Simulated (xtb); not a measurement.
Input for xtb: GFN2-xTB on HISn (SMILES [SnH][I]), a point of a bond scan (R = 2.140 Å).

```
$ xtb mol.xyz --gfn 2 --sp --chrg 0 --uhf 0
3

Sn     0.45232825     0.91499533     0.96539677
H      0.78587999     2.42924797    -0.50916942
I     -0.44050378    -0.90427621    -0.90578170
```

Output:

```
[...]
           -------------------------------------------------
          |                Calculation Setup                |
           -------------------------------------------------



molecular fragmentation (1/2 indicates fragments):
112
# atoms in fragment 1/2:     2     1
 fragment masses (1/2) :      119.72      126.90
CMA distance (Bohr)    :   5.214
constraining FC (au)   :  0.0500

           -------------------------------------------------
          |                 G F N 2 - x T B                 |
           -------------------------------------------------

        Reference                      10.1021/acs.jctc.8b01176
      * Hamiltonian:
        H0-scaling (s, p, d)           1.850000    2.230000    2.230000
        zeta-weighting                 0.500000
      * Dispersion:
        s8                             2.700000
        a1                             0.520000
        a2                             5.000000
        s9                             5.000000
      * Repulsion:
        kExp                           1.500000    1.000000
        rExp                           1.000000
      * Coulomb:
        alpha                          2.000000
        third order                    shell-resolved
        anisotropic                    true
        a3                             3.000000
        a5                             4.000000
        cn-shift                       1.200000
        cn-exp                         4.000000
        max-rad                        5.000000


          ...................................................
          :                      SETUP                      :
          :.................................................:
          :  # basis functions                  21          :
          :  # atomic orbitals                  19          :
          :  # shells                            7          :
          :  # electrons                        12          :
          :  max. iterations                   250          :
          :  Hamiltonian                  GFN2-xTB          :
          :  restarted?                      false          :
          :  GBSA solvation                  false          :
          :  PC potential                    false          :
          :  electronic temp.          300.0000000     K    :
          :  accuracy                    1.0000000          :
          :  -> integral cutoff          0.2500000E+02      :
          :  -> integral neglect         0.1000000E-07      :
          :  -> SCF convergence          0.1000000E-05 Eh   :
          :  -> wf. convergence          0.1000000E-03 e    :
          :  Broyden damping             0.4000000          :
          :  net charge                          0          :
          :  unpaired electrons                  0          :
          ...................................................

 iter      E             dE          RMSdq      gap      omega  full diag
   1     -4.6742449 -0.467424E+01  0.523E+01    0.66       0.0  T
   2     -4.9479640 -0.273719E+00  0.565E+01    3.78       1.0  T
   3     -6.2959629 -0.134800E+01  0.238E+01    3.22       1.0  T
   4     -6.3672790 -0.713161E-01  0.206E+01    3.02       1.0  T
   5     -6.4365060 -0.692270E-01  0.286E+01    2.12       1.0  T
   6     -6.3982498  0.382562E-01  0.215E+01    3.13       1.0  T
   7     -6.4984893 -0.100240E+00  0.952E+00    3.03       1.0  T
   8     -6.4958498  0.263946E-02  0.103E+01    3.04       1.0  T
   9     -6.5130138 -0.171640E-01  0.334E+00    2.94       1.0  T
  10     -6.5147315 -0.171771E-02  0.952E-01    3.01       1.0  T
  11     -6.5145512  0.180348E-03  0.152E+00    2.99       1.0  T
  12     -6.5147491 -0.197963E-03  0.188E-01    3.02       1.0  T
  13     -6.5147488  0.295674E-06  0.719E-02    3.02       1.0  T
  14     -6.5147448  0.406734E-05  0.213E-01    3.02       1.0  T
  15     -6.5147516 -0.681389E-05  0.769E-02    3.02       1.0  T
  16     -6.5147522 -0.664023E-06  0.245E-02    3.02       2.4  T
  17     -6.5147523 -0.899803E-07  0.132E-03    3.02      43.9  T
  18     -6.5147523 -0.604636E-10  0.728E-04    3.02      79.3  T
  19     -6.5147523 -0.582254E-10  0.172E-04    3.02     335.8  T

   *** convergence criteria satisfied after 19 iterations ***

         #    Occupation            Energy/Eh            Energy/eV
      -------------------------------------------------------------
         1        2.0000           -0.8476999             -23.0671
         2        2.0000           -0.7336824             -19.9645
         3        2.0000           -0.4370548             -11.8929
         4        2.0000           -0.4254784             -11.5779
         5        2.0000           -0.4244831             -11.5508
         6        2.0000           -0.3842364             -10.4556 (HOMO)
         7                         -0.2732987              -7.4368 (LUMO)
         8                         -0.2357748              -6.4158
         9                         -0.2067499              -5.6260
        10                         -0.1604269              -4.3654
        11                         -0.1075890              -2.9276
       ...                                ...                  ...
        19                          0.6321989              17.2030
      -------------------------------------------------------------
                  HL-Gap            0.1109377 Eh            3.0188 eV
             Fermi-level           -0.3287675 Eh           -8.9462 eV

 SCC (total)                   0 d,  0 h,  0 min,  0.004 sec
 SCC setup                      ...        0 min,  0.000 sec (  2.211%)
 Dispersion                     ...        0 min,  0.000 sec (  0.620%)
 classical contributions        ...        0 min,  0.000 sec (  0.341%)
 integral evaluation            ...        0 min,  0.001 sec ( 13.746%)
 iterations                     ...        0 min,  0.003 sec ( 66.516%)
 molecular gradient             ...        0 min,  0.001 sec ( 14.783%)
 printout                       ...        0 min,  0.000 sec (  1.528%)

         :::::::::::::::::::::::::::::::::::::::::::::::::::::
         ::                     SUMMARY                     ::
         :::::::::::::::::::::::::::::::::::::::::::::::::::::
         :: total energy              -6.512065272823 Eh    ::
         :: gradient norm              0.033563087406 Eh/a0 ::
         :: HOMO-LUMO gap              3.018768390765 eV    ::
         ::.................................................::
         :: SCC energy                -6.514752269245 Eh    ::
         :: -> isotropic ES           -0.010975339958 Eh    ::
         :: -> anisotropic ES          0.003800248387 Eh    ::
         :: -> anisotropic XC         -0.012018158963 Eh    ::
         :: -> dispersion             -0.003322442762 Eh    ::
         :: repulsion energy           0.002686996422 Eh    ::
         :: add. restraining           0.000000000000 Eh    ::
         :: total charge               0.000000000000 e     ::
         :::::::::::::::::::::::::::::::::::::::::::::::::::::

           -------------------------------------------------
          |                Property Printout                |
           -------------------------------------------------

    * Orbital Energies and Occupations

         #    Occupation            Energy/Eh            Energy/eV
      -------------------------------------------------------------
         1        2.0000           -0.8476999             -23.0671
         2        2.0000           -0.7336824             -19.9645
         3        2.0000           -0.4370548             -11.8929
         4        2.0000           -0.4254784             -11.5779
         5        2.0000           -0.4244831             -11.5508
         6        2.0000           -0.3842364             -10.4556 (HOMO)
Note: The following floating-point exceptions are signalling: IEEE_DENORMAL
normal termination of xtb
         7                         -0.2732987              -7.4368 (LUMO)
         8                         -0.2357748              -6.4158
         9                         -0.2067499              -5.6260
        10                         -0.1604269              -4.3654
        11                         -0.1075890              -2.9276
        12                         -0.1062984              -2.8925
        13                         -0.0282393              -0.7684
        14                          0.0365691               0.9951
        15                          0.0385091               1.0479
        16                          0.1046332               2.8472
        17                          0.1093170               2.9747
       ...                                ...                  ...
        19                          0.6321989              17.2030
      -------------------------------------------------------------
                  HL-Gap            0.1109377 Eh            3.0188 eV
             Fermi-level           -0.3287675 Eh           -8.9462 eV

     #   Z          covCN         q      C6AA      α(0)
     1  50 Sn       1.276     0.454   475.136    47.603
     2   1 H        0.410    -0.306    45.944    12.020
     3  53 I        0.866    -0.148   382.761    33.774

 Mol. C6AA /au·bohr⁶  :       2295.990758
 Mol. C8AA /au·bohr⁸  :     205303.611031
 Mol. α(0) /au        :         93.395860


Wiberg/Mayer (AO) data.
largest (>0.10) Wiberg bond orders for each atom

 ---------------------------------------------------------------------------
     #   Z sym  total        # sym  WBO       # sym  WBO       # sym  WBO
 ---------------------------------------------------------------------------
     1  50 Sn   2.281 --     3 I    1.379     2 H    0.902
     2   1 H    0.907 --     1 Sn   0.902
     3  53 I    1.384 --     1 Sn   1.379
 ---------------------------------------------------------------------------

Topologies differ in total number of bonds
Writing topology from bond orders to xtbtopo.mol

molecular dipole:
                 x           y           z       tot (Debye)
 q only:        0.057      -0.365       1.376
   full:        0.766       0.806       3.569       9.503
molecular quadrupole (traceless):
                xx          xy          yy          xz          yz          zz
 q only:        1.917      -2.436      -5.691       1.400       3.523       3.775
  q+dip:        1.261      -4.031      -9.950       1.704       2.448       8.689
   full:        5.620      -6.611     -11.929       0.698       2.577       6.308


           -------------------------------------------------
          | TOTAL ENERGY               -6.512065272823 Eh   |
          | GRADIENT NORM               0.033563087406 Eh/α |
          | HOMO-LUMO GAP               3.018768390765 eV   |
           -------------------------------------------------

------------------------------------------------------------------------
------------------------------------------------------------------------
 total:
 SCF:
```

The run finished.

Cost: roughly 0.03 core-seconds.
